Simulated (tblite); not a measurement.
Compound: C4H8Si.
Bonds: C1–C2 (double), C2–Si3, Si3–C4, C4–C5, Si3–C5. Hydrogens: H6, H7 on C1; H8 on C2; H9 on Si3; H10, H11 on C4; H12, H13 on C5.

Computed with GFN2-xTB (tblite), gas phase: L-BFGS steps from a force-field or distance-geometry start until the largest atomic force falls under 0.01 eV/Å.

Geometry at step 79:
```
atom  x, y, z in Å
C1      1.8348    0.3612    1.1175
C2      1.6353   -0.4368    0.0723
Si3     0.0126   -0.6050   -0.8426
C4     -1.5743   -0.4293    0.1633
C5     -1.2571    0.7827   -0.7225
H6      2.7873    0.4074    1.6263
H7      1.0509    1.0064    1.5112
H8      2.4643   -1.0495   -0.2799
H9     -0.0100   -1.4403   -2.0359
H10    -1.5327   -0.2560    1.2305
H11    -2.4512   -0.9952   -0.1181
H12    -1.9494    0.9540   -1.5343
H13    -1.0150    1.7009   -0.2056
```

Question: What forces act on the atoms?

Answer: 
```tsv
atom	Fx (eV/Å)	Fy (eV/Å)	Fz (eV/Å)
C1	-0.157	0.003	-0.079
C2	0.117	0.081	0.107
Si3	0.015	-0.007	0.023
C4	-0.012	0.022	-0.018
C5	-0.034	-0.006	0.006
H6	-0.065	0.045	-0.005
H7	0.260	-0.247	-0.139
H8	-0.160	0.112	0.078
H9	0.033	0.000	0.046
H10	0.004	-0.047	-0.042
H11	-0.010	0.024	0.039
H12	0.026	0.032	-0.012
H13	-0.019	-0.012	-0.005
```

The largest, 0.38 eV/Å, acts on H7; the rms over all components is 0.084 eV/Å. The forces sum to zero within rounding, as they must for an isolated molecule in no field.

Question: Give the force on H7 in Eh/bohr and in nN.

Answer: 0.385 eV/Å ÷ 51.422 = 0.00748 Eh/bohr, and 0.385 eV/Å × 1.602 = 0.62 nN.

Question: How far is this geometry from the end of the optimisation?

Answer: 0.007 eV above it, and 0.071 Å rms away after alignment. The bonds farthest from their final lengths, with half the difference of the two atoms' forces along the bond (positive lengthens):

```tsv
bond	now (Å)	final (Å)	force along bond (eV/Å)
C1–H7	1.089	1.078	-0.24
C2–H8	1.089	1.083	-0.11
C1=C2	1.330	1.326	-0.12
C1–H6	1.081	1.079	+0.06
```

The angle farthest from its final value is C2–Si3–H9, 117.8° against 115.9°.

What follows is the cost of the whole relaxation. Time: 0.38 s of wall time. Hardware: Arm Neoverse V2, one thread, shared host.
